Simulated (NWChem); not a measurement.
Molecule: BaO; SMILES [O]=[Ba]

```xyz
2

Ba     0.0000     0.0000    -0.1962
O      0.0000     0.0000     1.7727
```
Atoms are numbered in this order, from 1.

Computed with NWChem. The geometry was optimised at PBE0-D3(BJ)/def2-TZVP. def2 effective core potentials on Ba; no spin-orbit coupling. Ions are spin-unrestricted doublets at the neutral geometry; other ion states weren't tried.

Question: Order these by “−ε(HOMO) (eV)”, lowest first: PBE/def2-SVPD; BHandHLYP/def2-SVPD; B3LYP/def2-SVPD; Hartree-Fock/def2-SVPD.

Answer: PBE/def2-SVPD (3.71), B3LYP/def2-SVPD (4.60), BHandHLYP/def2-SVPD (5.79), Hartree-Fock/def2-SVPD (7.39)
